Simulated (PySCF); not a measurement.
**Computed structure and properties of Nd(OH)2**

System: Nd(OH)2 (singlet in the valence; each metal's 4f electrons, 4 of them, lie in its core potential, out of spins and levels); start: template (C2). Method: PySCF 2.14.0, RKS PBE0, Nd lcecp-0-SVP with ECP50, O def2-SVP, H def2-SVP; non-relativistic Hamiltonian with scalar-relativistic core potentials where named; density fitting; no spin-orbit coupling.

Input of the relaxation:

```python
mol = gto.M(atom='''
Nd     0.00000     0.00000    -0.18708
O      2.15470    -0.00000     0.77722
H      3.11430    -0.09060     0.83622
O     -2.15470     0.00000     0.77722
H     -3.11430     0.09060     0.83622''',
    basis={'Nd': 'lcecp-0-SVP', 'O': 'def2-SVP', 'H': 'def2-SVP'},
    ecp={'Nd': 'lcecp-0-SVP'},
    charge=0, spin=0)
mf = dft.RKS(mol, xc='PBE0')
mf.grids.atom_grid = (50, 194)  # f atoms: unpruned, at least (60, 302)
mf = mf.density_fit()  # fitting sets: Nd AutoAux, O def2-universal-JKFIT, H def2-universal-JKFIT
mf.conv_tol = 1e-08; mf.max_cycle = 55
mf.kernel(dm0)  # dm0: converged density of the start geometry
# quasi-Newton relaxation in Cartesian coordinates to a largest gradient under 0.00045 Eh/bohr, steps kept in the point group
```

Run from Python with OMP_NUM_THREADS=2; the lines above give its settings. Where DIIS fails, smearing, a level shift and second-order steps follow.
It took 60 s on 2 threads of Intel(R) Xeon(R) Platinum 8259CL CPU @ 2.50GHz (Skylake/Cascade Lake) (shared host), from the converged density of the start.

Course of the relaxation:

```
step  energy above end (eV)  largest force component within the symmetry (eV/Å)
   0                 0.4629                                               1.603
   1                 0.2495                                               0.986
   2                 0.1355                                               0.740
   3                 0.1180                                               0.874
   4                 0.0913                                               0.620
   5                 0.0530                                               0.385
   6                 0.0361                                               0.767
   7                 0.0268                                               0.357
  10                 0.0085                                               0.058
  11                 0.0037                                               0.064
  12                 0.0016                                               0.258
  13                 0.0005                                               0.131
  14                 0.0001                                               0.030
  15                 0.0000                                               0.016
```
(The steps between are left out.)

Relaxed geometry (C2v):

```xyz
5

Nd    0.0000    0.0000   -0.4299
O     1.9669   -0.0384    0.5513
H     2.6880   -0.0523    1.1836
O    -1.9669    0.0384    0.5513
H    -2.6880    0.0523    1.1836
```

| contact | Å |
| --- | --- |
| Nd1–O2 (OH) | 2.198 |
| Nd1–O4 (OH) | 2.198 |

On the finer grid (75, 302):

| Property | Result |
| --- | --- |
| HOMO | not given (4f levels lie in the core) |
| LUMO | not given (4f levels lie in the core) |
| Dipole about the centre of mass | 3.47 D |
| Set of Mulliken populations of Nd1 outside the core potential | s 2.08, p 6.15, d 0.85, f 0.04 |
| D3(BJ) dispersion energy (not in the energies) | -0.052 eV |

```tsv
atom	Mulliken (e)	Löwdin (e)	spin (e)
Nd1	0.87	0.75	0.00
O2	-0.59	-0.43	0.00
H3	0.16	0.05	0.00
O4	-0.59	-0.43	0.00
H5	0.16	0.05	0.00
```

The 4f levels lie in the core potential and are missing. Their spin isn't counted.

On the grid (50, 194), as all that follows. Harmonic modes: a minimum; lowest 77 cm⁻¹ (negative: unstable), highest 3962 cm⁻¹, zero-point energy 0.663 eV.

Taking off one OH (charge -1, singlet; the rest: singlet) in vacuum, both parts rigid, costs 9.56 eV; the small basis without counterpoise inflates it. Most of it is the attraction of opposite charges; other ways to part are cheaper, and one spin state was tried for the rest.

Rigid scan of OH along the line from its metal:

distance to O2 (Å), energy (eV) and a bar:
```
     1.90      1.012 ########
     2.00      0.390 ###
     2.10      0.085 #
     2.20      0.000 
     2.30      0.064 #
     2.40      0.226 ##
     2.60      0.709 ######
     2.90      1.555 #############
     3.30      2.599 ######################
     3.80      3.604 ##############################
```

One start shape was tried, so this needn't be the lowest isomer.

An lcecp potential fixes the number of 4f electrons, so in runs with it no electron can move into or out of that shell; real Nd(II) is rare or takes another configuration.
